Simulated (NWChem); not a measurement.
Molecule: C$_{3}$H$_{7}$O$_{2}$, doublet; SMILES [O]CC(O)C

```xyz
12

C      1.4085     0.6355     0.1245
C     -0.0216     0.4357    -0.3387
O     -0.8845     1.4634     0.0858
C     -0.6231    -0.8486     0.2254
O      0.0296    -1.9879    -0.0643
H      1.8595     1.5285    -0.3373
H      1.4419     0.7588     1.2189
H      2.0204    -0.2362    -0.1514
H     -0.0309     0.3416    -1.4450
H     -0.5447     2.3016    -0.2421
H     -0.6914    -0.7626     1.3390
H     -1.6959    -0.9321    -0.0679
```
Atoms are numbered in this order, from 1.

Results from NWChem. Spin-unrestricted. Structure relaxed at the PBE0/def2-SVP, spin-unrestricted level. No frequency run checked for a minimum. No stability test was run on the SCF state. Fermi-contact couplings, non-relativistic, static geometry.

### Question
What does the run give for UHF/IGLO-II? Quantities: A(iso) 13C atom 2 (MHz); A(iso) 13C atom 4 (MHz); A(iso) 17O atom 5 (MHz); A(iso) 1H atom 10 (MHz); A(iso) 1H atom 11 (MHz); A(iso) 1H atom 12 (MHz); <S²>.

### Answer
```yaml
A(iso) 13C atom 2 (MHz): -3.2
A(iso) 13C atom 4 (MHz): -70.5
A(iso) 17O atom 5 (MHz): -111.2
A(iso) 1H atom 10 (MHz): -0.9
A(iso) 1H atom 11 (MHz): 165
A(iso) 1H atom 12 (MHz): 130
"<S²>": 0.760
```
